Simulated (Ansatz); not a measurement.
The cluster Si4O, relaxed as a singlet with RKS PBE0-D4/def2-SVP in Ansatz, starting from the GFN2-xTB geometry. Force threshold 0.02 eV/Å.

The structure comes from a short search, and lower isomers may exist.

Start:

```xyz
5

O     0.584   -0.062    1.085
Si   -1.340   -0.420   -0.569
Si    0.065    0.616   -1.959
Si   -0.818   -0.832    1.551
Si    1.508    0.698   -0.109
```

| step | energy (eV) | largest force component (eV/Å) | SCF passes |
| --- | --- | --- | --- |
| 1 | -33527.3088 | 2.413 | 21 |
| 2 | -33528.2212 | 1.495 | 29 |
| 3 | -33528.6608 | 0.583 | 27 |
| 4 | -33528.7512 | 0.416 | 23 |
| 5 | -33528.7866 | 0.892 | 26 |
| 6 | -33528.8437 | 0.165 | 23 |
| 7 | -33528.8504 | 0.198 | 24 |
| 8 | -33528.8653 | 0.172 | 24 |
| 9 | -33528.8813 | 0.831 | 27 |
| 10 | -33528.8985 | 0.407 | 23 |
| 11 | -33528.9169 | 0.074 | 23 |
| 12 (rejected) | -33528.9139 | 0.253 | 24 |
| 13 | -33528.9180 | 0.064 | 20 |
| 14 | -33528.9186 | 0.025 | 22 |
| 15 | -33528.9186 | 0.036 | 20 |
| 16 | -33528.9189 | 0.009 | 22 |

Force components are those of the run's own axes.

End:

```
atom   x (Å)   y (Å)   z (Å)
  O1   0.957  -0.045   1.536
 Si2  -1.353  -0.351  -0.846
 Si3   0.240   0.771  -2.202
 Si4  -0.606  -0.744   1.617
 Si5   0.764   0.369  -0.105
```

Bonds formed: Si2–Si5, Si4–Si5 (atoms count from 1).

No frequencies were taken in this run, so the end may be a saddle point.

Hardware: 4 threads of Intel Xeon 6975P-C on a shared host. Wall time 10 s.
